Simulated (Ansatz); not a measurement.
Species: sum formula HgOBr, charge 0, multiplicity 2. The spin state was set by rule; other spins were not relaxed. SMILES: [O]=[Hg][Br]
Geometry: optimised at B3LYP-D3(BJ)/def2-TZVP (Ansatz, a first-principles code).

Wanted: atomisation energy (electronic, to ground-state atoms), in eV. Cores are frozen in the correlated levels unless marked. Open shells are spin-unrestricted. Spin-orbit coupling is left out. The frozen core is the preceding noble-gas configuration, with the filled d and f shells of earlier blocks. Past Kr the def2 sets carry scalar-relativistic core potentials. The coupled-cluster limit lacks core correlation, which all-electron functionals hold. CBS marks a two-point X^-3 extrapolation of the correlation energy; Hartree-Fock from the larger set. The bracket is a focal-point correction in the basis named.

| level | program | atomisation energy (eV) |
|---|---|---|
| SVWN5/def2-TZVPD | Ansatz | 5.01 |

Problem. Predict the RI-MP2/CBS(def2-TZVPPD,def2-QZVPPD)+[CCSD(T)-MP2]/def2-TZVPPD result (Ansatz).

Solution. 3.36 eV, so SVWN5/def2-TZVPD differs from it by 1.65 eV.
